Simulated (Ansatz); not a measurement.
A structure relaxed at PBE-D4/def2-SVP in Ansatz, charge 1, doublet:

```csv
atom,x (Å),y (Å),z (Å)
Mg1,1.8796,2.8468,2.4789
Mg2,0.6910,0.2550,1.3232
Mg3,-1.2518,0.2442,-2.7542
Mg4,-0.2430,-2.4290,0.7377
N5,-0.3298,0.0993,-0.7417
N6,-0.7460,-1.0163,-1.0439
```

(1) Give its formula and point group.

(2) Summarise the bond lengths by kind (pairs closer than 1.2 times the sum of covalent radii, bridged metal pairs left out).

## Answers

(1) the cluster Mg4N2⁺. Point group Cs (tolerance 0.1 Å).

(2) 4 × Mg–N 2.18 to 2.33 Å; 2 × Mg–Mg 2.90 to 3.08 Å; 1 × N–N 1.23 Å.

The relaxation made no stability test and no search for a lower SCF solution. The structure comes from a short search, and lower isomers may exist.
